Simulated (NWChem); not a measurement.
Molecule: MoNH$_{2}$SOF; SMILES [F][Mo](=[S])([OH])=[NH]

```xyz
7

Mo    -0.0039    -0.2101     0.0186
N      0.1998    -0.6221     1.6630
H      0.2848    -0.4164     2.6577
S     -0.0622     1.8961    -0.1255
F     -1.5969    -0.9439    -0.5685
O      1.4628    -0.8537    -0.9265
H      2.1434    -1.4196    -0.5426
```
Atoms are numbered in this order, from 1.

Results from NWChem. The geometry was optimised at PBE0/def2-SVP (def2 core potentials past Kr).

For level PBE0/STO-3G, non-relativistic:

```yaml
highest occupied level (eV): -3.49
orbital gap (eV): 5.41
dipole (D): 2.29
```

Task: How do the values read with level PBE0/3-21G, non-relativistic instead?

Result: The highest occupied level (eV) comes out as -7.52. The orbital gap (eV) is 4.68. The dipole (D) comes out as 4.32.
